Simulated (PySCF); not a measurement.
## Two-component Hartree-Fock for Pb⁷⁶⁺ (lead, charge +76)

Start: [He] 2s2 2p2; 2p1/2 filled at m_j = -1/2, +1/2. Calculated with PySCF 2.14 in an even-tempered Gaussian basis (16 s from 67 bohr⁻², ratio 2.4; 13 p from 87 bohr⁻², ratio 2.4; 5 d from 280 bohr⁻², ratio 2.6; 4 f from 420 bohr⁻², ratio 2.6): generalised Hartree-Fock with the X2C-1e Hamiltonian and a Gaussian nucleus; one run each with spin-orbit coupling (SO) switched off, then screened by Boettger's factors.

```csv
spinor shell,electrons,"ε, spin-free (eV)","ε, screened SO (eV)",weight of nominal j (screened SO),"rms radius, screened SO (bohr)"
1s1/2,2,-97595.7,-97485.1,1.000,0.0180
2s1/2,2,-23867.4,-23833.3,1.000,0.0707
2p1/2,2,-21866.3,-23506.2,1.000,0.0593
```

```json
{"quantity": "E (hartree)", "spin-free": "-10839.60173", "screened SO": "-10963.11661"}
{"quantity": "M_J", "spin-free": "0", "screened SO": "0"}
{"quantity": "⟨J²⟩", "spin-free": "2.000", "screened SO": "0.000"}
{"quantity": "⟨L²⟩", "spin-free": "2.000", "screened SO": "1.333"}
{"quantity": "⟨S²⟩", "spin-free": "2.000", "screened SO": "1.333"}
```

Breit and QED terms are absent; they matter most for the inner s and p1/2 levels.

Densities and radii are taken from the X2C orbitals without a picture-change correction, which distorts them close to the nucleus.

Without spin-orbit coupling the j labels of p, d and f shells carry no meaning; the spin-free column gives the mean over the occupied spinors of each nl shell.
